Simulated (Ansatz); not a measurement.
Relaxation of a periodic cell of 17 atoms, CuSi$_{16}$ (host Si, host structure diamond, interstitial Cu), cell charge +1, to a largest force component of 0.03 eV/Å in at most 60 steps.

The calculation used Ansatz, DFT PBE, scalar-relativistic, plane waves, PAW. Settings: PAW set soft_1, cutoff 420 eV, k mesh 2x2x2, gaussian smearing 0.02 eV, no spin polarisation.

```xyz
17
Lattice="0.0000 5.4300 5.4300 5.4300 0.0000 5.4300 5.4300 5.4300 0.0000" Properties=species:S:1:pos:R:3
Si 0.000 0.000 0.000
Si 1.357 1.357 1.357
Si 2.715 2.715 0.000
Si 4.072 4.072 1.357
Si 2.715 0.000 2.715
Si 4.072 1.357 4.072
Si 5.430 2.715 2.715
Si 6.787 4.072 4.072
Si 0.000 2.715 2.715
Si 1.357 4.072 4.072
Si 2.715 5.430 2.715
Si 4.072 6.787 4.072
Si 2.715 2.715 5.430
Si 4.072 4.072 6.787
Si 5.430 5.430 5.430
Si 6.787 6.787 6.787
Cu 6.790 6.838 9.452
```

Problem. Where does it end, and by what steps?

Solution. It converged. Limits of this set-up: coarse k mesh, a small cell, in which the defect meets its images, charged cell in a uniform background, uncorrected. After 9 steps the energy has fallen by 0.150 eV; Si7 moved furthest, 0.24 Å.

| step | energy less start (eV) | largest force component (eV/Å) | accepted |
| --- | --- | --- | --- |
| 0 | 0.0000 | 0.699 | yes |
| 1 | -0.1030 | 0.225 | yes |
| 2 | -0.1162 | 0.118 | yes |
| 3 | -0.1249 | 0.079 | yes |
| 4 | -0.1352 | 0.135 | yes |
| 5 | -0.1394 | 0.128 | yes |
| 6 | -0.1472 | 0.083 | yes |
| 7 | -0.1478 | 0.055 | yes |
| 8 | -0.1494 | 0.031 | yes |
| 9 | -0.1504 | 0.024 | yes |

```xyz
17
Lattice="0.0000 5.4300 5.4300 5.4300 0.0000 5.4300 5.4300 5.4300 0.0000" Properties=species:S:1:pos:R:3
Si 0.071 0.001 -0.006
Si 1.405 1.318 1.422
Si 2.724 2.665 0.009
Si 3.956 4.210 1.229
Si 2.775 -0.056 2.748
Si 4.084 1.400 4.027
Si 5.295 2.856 2.572
Si 6.745 4.074 4.032
Si 0.041 2.663 2.762
Si 1.403 4.000 4.112
Si 2.715 5.425 2.771
Si 4.133 6.740 4.122
Si 2.774 2.676 5.484
Si 4.117 4.015 6.841
Si 5.456 5.365 5.493
Si 6.742 6.828 6.787
Cu 6.654 6.958 9.346
```

The run took 66 s on 1 thread of Arm Neoverse V1, with other jobs on the host, peak memory 0.56 GiB.
